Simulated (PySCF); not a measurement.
SMILES O([Se]CC)[SiH3], CAM-B3LYP/def2-SVP optimised geometry.

```
13

Se     0.91     0.73     1.32
C      1.74    -0.90     1.96
C      0.80    -1.90     2.60
H      2.50    -0.54     2.67
H      2.28    -1.34     1.10
H      0.03    -2.22     1.88
H      0.29    -1.47     3.47
H      1.35    -2.80     2.92
O     -0.07    -0.05     0.00
Si    -1.74    -0.05     0.00
H     -2.28    -0.78     1.19
H     -2.15    -0.75    -1.25
H     -2.28     1.34     0.00
```

Density from CAM-B3LYP/def2-TZVP (PySCF) at that geometry.

Minimum of the electron density along straight lines between bonded atoms, close to the bond critical point (lines longer than 1.1 times the sum of covalent radii, or with two minima, are not listed):

```tsv
bond	length / Å	ρ at the minimum / e bohr⁻³	∇²ρ there / e bohr⁻⁵	position (fraction from the first atom)
Se1–C2	1.941	0.156	-0.19	0.52
C2–C3	1.518	0.251	-0.64	0.51
C2–H4	1.103	0.273	-0.92	0.65
C2–H5	1.099	0.278	-0.95	0.65
C3–H6	1.099	0.275	-0.94	0.64
C3–H7	1.100	0.274	-0.93	0.64
C3–H8	1.102	0.272	-0.92	0.64
Se1–O9	1.818	0.153	0.18	0.47
O9–Si10	1.671	0.131	0.73	0.59
Si10–H11	1.490	0.123	0.13	0.49
Si10–H12	1.485	0.124	0.14	0.49
Si10–H13	1.490	0.123	0.13	0.49
```
